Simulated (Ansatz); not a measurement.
Start from `B[Si](O)(F)F` and change one atom or group to get `B[SiH](F)F`.

Ansatz, PBE0-D4/def2-TZVP geometries, multiplicity 1. Each molecule was computed in one conformer, which needn't be the lowest.

```csv
property,`B[Si](O)(F)F`
HOMO energy (PBE0/def2-TZVPP) / eV,-9.17
size of the dipole moment (ωB97M-V/def2-TZVPP) / D,1.13
HOMO–LUMO gap (ωB97M-V/def2-TZVPP) / eV,10.56
LUMO energy (PBE0/def2-TZVPP) / eV,-2.86
HOMO–LUMO gap (PBE/def2-TZVPP) / eV,3.86
LUMO energy (B3LYP/def2-TZVPP) / eV,-3.07
```

Q: What does the change do to each property? (An estimate is asked.)

A: The calculation gave: 
```json
{"property": "HOMO energy (PBE0/def2-TZVPP) / eV", "`B[SiH](F)F`": "-8.72", "shift": "0.45"}
{"property": "size of the dipole moment (ωB97M-V/def2-TZVPP) / D", "`B[SiH](F)F`": "1.82", "shift": "0.69"}
{"property": "HOMO–LUMO gap (ωB97M-V/def2-TZVPP) / eV", "`B[SiH](F)F`": "9.84", "shift": "-0.72"}
{"property": "LUMO energy (PBE0/def2-TZVPP) / eV", "`B[SiH](F)F`": "-3.07", "shift": "-0.21"}
{"property": "HOMO–LUMO gap (PBE/def2-TZVPP) / eV", "`B[SiH](F)F`": "3.28", "shift": "-0.58"}
{"property": "LUMO energy (B3LYP/def2-TZVPP) / eV", "`B[SiH](F)F`": "-3.28", "shift": "-0.21"}
```

With PBE0 the HOMO rises by 0.45 eV and the LUMO falls by 0.21 eV, so the gap narrows by about 0.66 eV. PBE moves the HOMO by 0.39 eV and ωB97M-V by 0.48 eV. The zero-point energy changes by -16.3 kJ/mol with -3 modes. Dipoles are sizes alone; their direction can turn.

B3LYP here is the variant with VWN-RPA as its local correlation; programs differ in this.
